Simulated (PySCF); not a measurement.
Computed with B3LYP-D3(BJ)/def2-TZVP (PySCF). Isolated molecules, 0 K electronic values unless said otherwise. One relaxed conformer stands for a flexible species; it need not be the lowest. B3LYP has the VWN-RPA correlation part, as in Gaussian. Delta-SCF ions had no search for a lower state. Excitations are Tamm–Dancoff values on a coarser integration grid. The basis has no diffuse functions, so Rydberg states are missing or too high.

Reference species (SMILES): `BCBO` (neutral, multiplicity 1).

```yaml
vertical ionisation energy (Delta-SCF): 10.91 eV
T1 excitation (TDA): 5.01 eV
```

Changed species: `CBBO` (C–B–B–O torsion -95°, B–B–O–H torsion 0°).

Q: What does the change do to the vertical ionisation energy (Delta-SCF) and T1 excitation (TDA)?

A: the vertical ionisation energy (Delta-SCF) falls by 1.10 eV, to 9.81 eV; the T1 excitation (TDA) falls by 1.33 eV, to 3.68 eV.
